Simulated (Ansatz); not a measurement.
Start from `[CH3][In]([CH3])[NH2]` and change one atom or group to get `[CH3][In]([NH2])[Cl]`.

Ansatz, PBE0-D4/def2-TZVP geometries, multiplicity 1. Each molecule was computed in one conformer, which needn't be the lowest.

Elements past krypton have def2 core potentials.

| property | `[CH3][In]([CH3])[NH2]` |
| --- | --- |
| HOMO–LUMO gap (PBE/def2-TZVPP) / eV | 4.21 |
| HOMO energy (PBE/def2-TZVPP) / eV | -5.25 |
| size of the dipole moment (PBE/def2-TZVPP) / D | 0.16 |
| HOMO energy (B3LYP/def2-TZVPP) / eV | -6.33 |
| LUMO energy (PBE/def2-TZVPP) / eV | -1.04 |
| HOMO–LUMO gap (ωB97M-V/def2-TZVPP) / eV | 9.90 |

**Question.** What does the change do to each property? (An estimate is asked.)

**Answer.** Computed: 
| property | `[CH3][In]([NH2])[Cl]` | shift |
| --- | --- | --- |
| HOMO–LUMO gap (PBE/def2-TZVPP) / eV | 4.24 | 0.03 |
| HOMO energy (PBE/def2-TZVPP) / eV | -5.97 | -0.72 |
| size of the dipole moment (PBE/def2-TZVPP) / D | 3.54 | 3.38 |
| HOMO energy (B3LYP/def2-TZVPP) / eV | -7.08 | -0.75 |
| LUMO energy (PBE/def2-TZVPP) / eV | -1.73 | -0.69 |
| HOMO–LUMO gap (ωB97M-V/def2-TZVPP) / eV | 10.28 | 0.38 |

With PBE0 the HOMO falls by 0.77 eV and the LUMO falls by 0.59 eV, so the gap widens by about 0.18 eV. PBE moves the HOMO by -0.72 eV and ωB97M-V by -0.72 eV. Dipoles are sizes alone; their direction can turn.

B3LYP here is the variant with VWN-RPA as its local correlation; programs differ in this.
